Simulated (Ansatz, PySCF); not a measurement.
Barrier from R1 to the saddle point P1, each structure at its B3LYP-D3(BJ)/def2-TZVP stationary point, reached from a drawn start; harmonic modes at that level show the others as minima.
R1, NH3 (SMILES N) (charge 0, multiplicity 1):
| atom | x (Å) | y (Å) | z (Å) |
|---|---|---|---|
| N | 0.0000 | 0.0000 | 0.2791 |
| H | 0.9428 | 0.0000 | -0.0930 |
| H | -0.4714 | 0.8165 | -0.0930 |
| H | -0.4714 | -0.8165 | -0.0930 |
P1, H3N, a first-order saddle point (one imaginary mode, 800i cm⁻¹) (charge 0, multiplicity 1, Z-matrix in Å and degrees):
```
N
H 1 0.9974
H 1 0.9974 2 120.00
H 1 0.9974 2 120.00 3 180.00
```

P less R. No zero-point or thermal terms. No path was followed down from the saddle.

Correlated levels freeze the cores. CBS(a, b) extrapolates the correlation energy as X⁻³ and adds the Hartree–Fock energy of set b.

Programs: Ansatz (Gaussian orbitals); PySCF for the D3/D4 terms. Each number belongs to the level named beside it.

PBE/def2-TZVPP gives 224.8 meV for the barrier height.

Problem. Predict the shift from PBE, with its sign, for: PBE-D3(BJ)/def2-TZVPP, r2SCAN/def2-TZVPP, PBE0/def2-TZVPP, wB97M-V/def2-TZVPP, B2PLYP/def2-TZVPP, MP2/CBS(cc-pVTZ, cc-pVQZ), CCSD(T)/CBS(cc-pVTZ, cc-pVQZ).

Solution. PBE-D3(BJ)/def2-TZVPP 0.1; r2SCAN/def2-TZVPP -1.0; PBE0/def2-TZVPP -11.9; wB97M-V/def2-TZVPP -15.3; B2PLYP/def2-TZVPP -5.8; MP2/CBS(cc-pVTZ, cc-pVQZ) -0.1; CCSD(T)/CBS(cc-pVTZ, cc-pVQZ) 16.9 meV. 2 of 7 lie above PBE; the widest gap is to CCSD(T)/CBS(cc-pVTZ, cc-pVQZ).

Ansatz is a first-principles code.
